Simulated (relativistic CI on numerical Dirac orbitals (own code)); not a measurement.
Calculated at this level of theory: Dirac-Coulomb-Breit CI, separate exchange-only KLI orbitals for each configuration, QED by a radiative potential, unscaled Slater integrals (own radial code, finite nucleus).

Configuration list (outside the closed core [Ne]): 3s2 3p6 3d6, 3s2 3p5 3d7, 3s2 3p4 3d8, 3s 3p6 3d7, 3p6 3d8, 3s 3p5 3d8, 3s2 3p6 3d5 4s, 3s2 3p6 3d5 4p, 3s2 3p4 3d7 4s, 3s2 3p6 3d5 4d, 3s2 3p4 3d7 4p, 3s2 3p5 3d6 4s, 3s2 3p6 3d5 4f, 3s2 3p4 3d7 4d, 3s 3p5 3d7 4s, 3s2 3p5 3d6 4p, 3s2 3p5 3d6 4d, 3s2 3p6 3d4 4s2, 3s 3p6 3d6 4s, 3p6 3d7 4s, 3p6 3d7 4p, 3s2 3p6 3d5 5s, 3p6 3d7 4d, 3s 3p6 3d5 4s2. Levels of other configurations are missing.

At this charge energies of transitions that change n are usually good to better than 1 %, and those within a shell (Δn = 0) to a few per cent.

Outline of the computed level scheme of Lu XLVIII. Lowest level of each configuration: 3s2 3p6 3d6 3F_4 at 0.000 eV; 3s2 3p5 3d7 5G°_6 at 355.513 eV.

Some strong electric-dipole decays among the lowest 45 levels: 3s2 3p5 3d7 3D°_3 → 3s2 3p6 3d6 3F_4 (1.7e+12 s⁻¹); 3s2 3p5 3d7 3F°_4 → 3s2 3p6 3d6 3F_4 (1.3e+12 s⁻¹); 3s2 3p5 3d7 3P°_2 → 3s2 3p6 3d6 3P_2 (8.2e+11 s⁻¹); 3s2 3p5 3d7 3D°_1 → 3s2 3p6 3d6 3P_2 (6.0e+11 s⁻¹); 3s2 3p5 3d7 3D°_3 → 3s2 3p6 3d6 3P_2 (4.5e+11 s⁻¹); 3s2 3p5 3d7 3G°_5 → 3s2 3p6 3d6 3F_4 (2.6e+11 s⁻¹); 3s2 3p5 3d7 3D°_1 → 3s2 3p6 3d6 3P_0 (2.3e+11 s⁻¹); 3s2 3p5 3d7 3D°_3 → 3s2 3p6 3d6 3P_2 (1.3e+11 s⁻¹).

LS names give the leading component of a level, which can be under half, so a name can repeat, a term be missing and a line seem to break the LS rules.
